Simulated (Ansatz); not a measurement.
Relaxation of C$_{2}$H$_{6}$BrGeN (11 atoms, charge 0, multiplicity 1), to a largest force component of 0.015 eV/Å in at most 40 steps.

The calculation used RKS revPBE-D4/def2-SVP (Ansatz).

```xyz
11
Properties=species:S:1:pos:R:3
C -0.992 0.326 -1.090
C 0.298 -0.001 -0.485
N 0.218 -1.228 0.201
Ge 0.472 0.294 1.402
Br 2.547 0.314 2.287
H -1.070 1.481 -1.288
H -1.862 0.097 -0.436
H -1.117 -0.141 -2.078
H 1.237 0.182 -1.029
H 1.201 -1.668 0.202
H -0.868 0.286 2.335
```

Problem. Where does it end, and by what steps?

Solution. The run converged. After 12 steps the energy has fallen by 0.545 eV; H11 moved furthest, 0.42 Å.

| step | energy less start (eV) | largest force component (eV/Å) | accepted |
| --- | --- | --- | --- |
| 0 | 0.0000 | 3.410 | yes |
| 1 | -0.4609 | 1.035 | yes |
| 2 | -0.5103 | 0.131 | yes |
| 3 | -0.5175 | 0.229 | yes |
| 4 | -0.5255 | 0.172 | yes |
| 5 | -0.5322 | 0.183 | yes |
| 6 | -0.5357 | 0.516 | yes |
| 7 | -0.4786 | 0.893 | no |
| 8 | -0.5436 | 0.066 | yes |
| 9 | -0.5431 | 0.076 | no |
| 10 | -0.5443 | 0.032 | yes |
| 11 | -0.5445 | 0.026 | yes |
| 12 | -0.5446 | 0.010 | yes |

```xyz
11
Properties=species:S:1:pos:R:3
C -1.016 0.397 -1.205
C 0.237 0.049 -0.430
N 0.221 -1.266 0.287
Ge 0.425 0.164 1.509
Br 2.590 0.492 2.317
H -1.019 1.464 -1.507
H -1.930 0.189 -0.615
H -1.070 -0.225 -2.126
H 1.179 0.324 -0.949
H 1.056 -1.836 0.090
H -0.608 0.190 2.650
```

The run took 47 s on 2 threads of Arm Neoverse V1, on a shared host, peak memory 0.2 GiB.
